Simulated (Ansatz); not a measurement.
Abridged output of a molecular run in Ansatz:

```
Functional definition: HF
1492 factors; integrals over basis functions are off by at most 1.2e-3 eV
mean field evaluation 1: about -75301.1625 eV, gradient 4.2e1 eV
mean field evaluation 2: about -75301.3801 eV, gradient 4.2e1 eV
mean field evaluation 4: about -75304.9973 eV, gradient 3.9e0 eV
mean field evaluation 8: about -75305.0464 eV, gradient 2.8e-1 eV
mean field -75305.04668645 eV, -2767.4094221329 hartree, gradient 1.6e-6 eV, S^2 0.000000; 0 other end points of the search recorded, 0 dependent functions left out
13 core orbitals not correlated: weight in the atoms' cores, before any rotation towards them, 1.000 or more for the frozen orbitals, at most 0.000 for the correlated occupied ones
reference -75305.04668645 eV, -2767.4094221329 hartree; 20, 20 occupied and 209, 209 virtual orbitals, 1492 factors
second order -27.05649435 eV of doubles, -0.00000000 eV of singles
cycle   1  -27.12015968 eV  change   -6.4e-2 eV  update   1.0e-1
cycle   2  -27.70658386 eV  change   -5.9e-1 eV  update   2.8e-2
cycle   3  -27.82419905 eV  change   -1.2e-1 eV  update   1.4e-2
cycle   4  -27.80930673 eV  change    1.5e-2 eV  update   3.5e-3
cycle   5  -27.80861094 eV  change    7.0e-4 eV  update   1.6e-3
cycle   6  -27.80940222 eV  change   -7.9e-4 eV  update   4.5e-4
cycle   7  -27.80899590 eV  change    4.1e-4 eV  update   1.5e-4
cycle   8  -27.80895834 eV  change    3.8e-5 eV  update   4.0e-5
perturbative correction -1.04699161 eV, -0.0384762322 hartree
Total energy: -75333.90263640 eV, -2768.4698587346 hartree
```

Its atoms:

Z-matrix (Å, degrees):
```
C
O 1 1.411
H 1 1.090 2 107.3
H 1 1.093 2 111.2 3 119.4
H 1 1.093 2 111.2 3 -119.4
B 2 1.351 1 124.4 3 -179.4
Br 6 1.955 2 121.4 1 0.1
N 6 1.394 2 120.5 1 -179.9
H 8 1.002 6 123.0 2 -180.0
H 8 1.005 6 121.5 2 0.0
```

Question: Which basis set was used?
A. def2-QZVPP
B. def2-SVPD
C. def2-TZVPP
D. cc-pV(D+d)Z

Answer: C. It gives 242 functions.

Question: Write the keys of the input that set method, charge and spin (a neutral closed shell needs none for the last two).

Answer: 
```yaml
correlation: {method: ccsd_t}
```
